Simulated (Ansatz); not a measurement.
This geometry of C3H5B (9 atoms, charge 0, multiplicity 1) is a first-order saddle point.

All numbers below come from RKS PBE-D4/def2-SVP (Ansatz).

```xyz
9
Properties=species:S:1:pos:R:3
B -0.701 1.901 -1.300
C -0.009 0.907 -0.657
C 0.660 -0.068 -0.024
C 0.034 -1.143 0.825
H -1.294 2.769 -1.862
H 1.768 -0.110 -0.116
H 0.785 -1.835 1.252
H -0.694 -1.731 0.227
H -0.549 -0.690 1.654
```

(1) Which two structures does it join? (They come from a converged band through this point; their orientation in space is the band's.)

(2) How far does it lie above each of them?

## Answers

(1) No bond is made or broken. The dihedral C2–C3–C4–H8 goes from 1 to 123°. The two ends are copies of one structure, up to a mirror image or an exchange of like atoms.

Initial state:

```xyz
9
Properties=species:S:1:pos:R:3
B -0.678 1.813 -1.456
C -0.024 0.928 -0.639
C 0.612 0.061 0.162
C 0.014 -1.160 0.789
H -1.247 2.584 -2.166
H 1.684 0.233 0.408
H 0.592 -2.065 0.499
H -1.047 -1.295 0.505
H 0.093 -1.099 1.897
```

Final state:

```xyz
9
Properties=species:S:1:pos:R:3
B -0.668 1.969 -1.244
C -0.029 0.888 -0.692
C 0.593 -0.168 -0.150
C 0.017 -1.105 0.866
H -1.220 2.910 -1.724
H 1.638 -0.400 -0.457
H 0.643 -1.103 1.786
H 0.049 -2.150 0.486
H -1.024 -0.841 1.130
```

(2) 0.063 eV above the first and 0.063 eV above the second. This is the barrier of this one path; another mechanism may lie lower.

The run took 120 s on 1 CPU thread of a shared host.
